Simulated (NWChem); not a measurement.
System: arsine (AsH3); SMILES [AsH3]

NWChem input:

```
start job
memory heap 200 mb stack 900 mb global 1100 mb
geometry units angstroms noautosym nocenter noautoz
  As     0.005801    -0.004148     0.052791
  H     -1.293829     0.413383    -0.626293
  H      0.827634     0.937993    -0.819900
  H      0.203798    -1.163097    -0.917904
end
basis spherical
  * library def2-svp
end
dft
  xc pbe0
  iterations 150
end
property
  response 1 0.0856
end
raman
  normal
  lorentzian
end
task dft raman
```

Excerpt of the output:

```
             Northwest Computational Chemistry Package (NWChem) 7.3.0
             --------------------------------------------------------

                             Geometry "geometry" -> ""
                             -------------------------

 Output coordinates in angstroms (scale by  1.889725989 to convert to a.u.)

  No.       Tag          Charge          X              Y              Z
 ---- ---------------- ---------- -------------- -------------- --------------
    1 As                  33.0000     0.00580100    -0.00414800     0.05279100
    2 H                    1.0000    -1.29382900     0.41338300    -0.62629300
    3 H                    1.0000     0.82763400     0.93799300    -0.81990000
    4 H                    1.0000     0.20379800    -1.16309700    -0.91790400

 Effective nuclear repulsion energy (a.u.)      35.0844013252

  util_pr load raman

                                  Raman Analysis
                                  --------------

[second-derivative integrals and response iterations left out]

  Vibrational analysis via the FX method

  See chapter 2 in "Molecular Vibrations" by Wilson, Decius and Cross

  Vib: Default input used

 ---------------------------- Atom information ----------------------------
     atom    #        X              Y              Z            mass
 --------------------------------------------------------------------------
    As       1  1.0962300D-02 -7.8385834D-03  9.9760525D-02  7.4921600D+01
    H        2 -2.4449823D+00  7.8118060D-01 -1.1835222D+00  1.0078250D+00
    H        3  1.5640015D+00  1.7725497D+00 -1.5493863D+00  1.0078250D+00
    H        4  3.8512238D-01 -2.1979346D+00 -1.7345870D+00  1.0078250D+00
 --------------------------------------------------------------------------

[unprojected Hessian and modes left out]

        Vibrational analysis via the FX method
  --- with translations and rotations projected out ---
  --- via the Eckart algorithm                      ---
 Projected Nuclear Hessian trans-rot subspace norm:8.4455D-34
                         (should be close to zero!)

[projected Hessian left out]

 Rotational Constants
 --------------------
 A=   3.730950 cm-1  (  5.367885 K)
 B=   3.730880 cm-1  (  5.367785 K)
 C=   3.475144 cm-1  (  4.999846 K)

 Temperature                      =   298.15K
 frequency scaling parameter      =   1.0000

 Zero-Point correction to Energy  =   13.823 kcal/mol  (  0.022029 au)
 Thermal correction to Energy     =   15.673 kcal/mol  (  0.024976 au)
 Thermal correction to Enthalpy   =   16.265 kcal/mol  (  0.025920 au)

 Total Entropy                    =   55.409 cal/mol-K
   - Translational                =   38.958 cal/mol-K (mol. weight =  77.9451)
   - Rotational                   =   16.156 cal/mol-K (symmetry #  =        1)
   - Vibrational                  =    0.295 cal/mol-K

 Cv (constant volume heat capacity) =    7.137 cal/mol-K
   - Translational                  =    2.979 cal/mol-K
   - Rotational                     =    2.979 cal/mol-K
   - Vibrational                    =    1.178 cal/mol-K

[normal modes left out]

 ----------------------------------------------------------------------------
 Normal Eigenvalue ||           Projected Infra Red Intensities
  Mode   [cm**-1]  || [atomic units] [(debye/angs)**2] [(KM/mol)] [arbitrary]
 ------ ---------- || -------------- ----------------- ---------- -----------
    1       -0.000 ||    0.001365           0.031         1.331       0.460
    2       -0.000 ||    0.001443           0.033         1.407       0.486
    3       -0.000 ||    0.000042           0.001         0.041       0.014
    4       -0.000 ||    0.000021           0.000         0.020       0.007
    5        0.000 ||    0.000045           0.001         0.044       0.015
    6        0.000 ||    0.001977           0.046         1.927       0.666
    7      933.862 ||    0.032500           0.750        31.683      10.943
    8     1021.393 ||    0.012849           0.296        12.526       4.326
    9     1021.409 ||    0.012848           0.296        12.525       4.326
   10     2220.597 ||    0.070919           1.636        69.135      23.879
   11     2238.343 ||    0.111194           2.565       108.397      37.440
   12     2238.438 ||    0.111191           2.565       108.395      37.439
 ----------------------------------------------------------------------------

(mode_ini,mode_end)=(    1,    6)
 task_raman_doit:                no rminfo found
(begin,last,steps)=(   7,  12,   2)
  dal ramantype                     1
 ENTER raman default
Generating fname_raman3=./job.raman_0007-0012
(ii,rminfo(ii,1))=(    7,     0.00000000)
 ramanpolfile=./job.ramanpol_0001-1
 ramanpol_read: failed to open ./job.ramanpol_0001-1
[response runs at displaced geometries left out]
 Showing rminfo:
(start,last,rmmodes,nfreq,plot,width)=(   1,  12,   6,   1,normal          ,    20.00000000)
rminfo(   1)=(   933.86185569,    41.92231396,     0.00000000,    41.92231396)
rminfo(   2)=(  1021.39278663,    56.59802363,     0.00000000,    56.59802363)
rminfo(   3)=(  1021.40859028,    56.59600532,     0.00000000,    56.59600532)
rminfo(   4)=(  2220.59733551,   282.25831634,     0.00000000,   282.25831634)
rminfo(   5)=(  2238.34299473,   184.71818847,     0.00000000,   184.71818847)
rminfo(   6)=(  2238.43844005,   184.73429409,     0.00000000,   184.73429409)

 Raman scattering data written to ./job.normal
```

Level: PBE0/def2-SVP. Geometry: optimised at PBE0/def2-SVP. The printed entropy takes a lower symmetry number than the molecule has.
